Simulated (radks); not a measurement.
Values are calculated unless marked as measured or tabulated.
Problem. Spherical quantum dot in the effective-mass picture: electrons in a parabolic well V = omega^2 r^2 / 2 with omega = 0.0564, all in effective atomic units (hartree* = m*/eps^2 hartree, bohr* = eps/m* bohr), one dielectric constant everywhere. Level of theory: non-relativistic Kohn-Sham, LDA (Slater exchange, Perdew-Wang correlation), spin-polarised, spherical densities (a radial shooting solver with Libxc functionals). Levels are named by radial order and angular momentum (1s, 1p, 1d, 2s, ...), and open shells are averaged over m. At N = 14 the configuration is 1s2 1p6 1d(up 5, down 1). Does electron 15 go into 2s down or 1d down or 2s up?

Solution. Into 1d down. The total energies of the other choices lie higher by 0.00527 hartree* (2s up), 0.00809 hartree* (2s down).
